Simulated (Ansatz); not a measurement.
Program: Ansatz. Geometries: PBE0-D4/def2-TZVP. ΔE: electronic, gas phase. CCSD(T)/CBS is the MP2 limit (def2-TZVPP, def2-QZVPP) plus CCSD(T) − MP2 in def2-TZVPP, frozen cores. This one scheme is used for every species. One conformer a species, not always the lowest.

Reaction (ligand exchange at a B–N bond): `BN[SiH2][SiH3]` + `B1N[SiH2]1` → `BN1B[SiH2]1` + `N[SiH2][SiH3]`

```json
{"species": "`BN[SiH2][SiH3]`", "MP2/CBS(def2) energy (Eh)": "-662.42372"}
{"species": "`B1N[SiH2]1`", "MP2/CBS(def2) energy (Eh)": "-370.92198"}
{"species": "`BN1B[SiH2]1`", "MP2/CBS(def2) energy (Eh)": "-396.31280"}
{"species": "`N[SiH2][SiH3]`", "MP2/CBS(def2) energy (Eh)": "-637.01370"}
```

Q: Work out ΔE.

A: ΔE = (-396.31280) + (-637.01370) − (-662.42372) − (-370.92198) = 0.01920 Eh = +12.0 kcal/mol. CCSD(T)/CBS gives +12.5 kcal/mol.

Largest T1 diagnostic among the species: 0.014.

In def2-TZVPP, CCSD(T) changes the Hartree–Fock value by +3.8 kcal/mol (the triples alone add +0.5 kcal/mol) and MP2 by +3.4 kcal/mol. From BLYP to BHLYP (50 % exact exchange), in def2-TZVPP and without D4, ΔE moves by −1.4 kcal/mol. Leaving LDA and LC-ωPBE aside and taking each functional with its dispersion term where it has one, the values, not all of them listed here, spread over 2.3 kcal/mol, from BHLYP-D4 to PBE-D4. LDA lies +1.7 kcal/mol from PBE without D4.
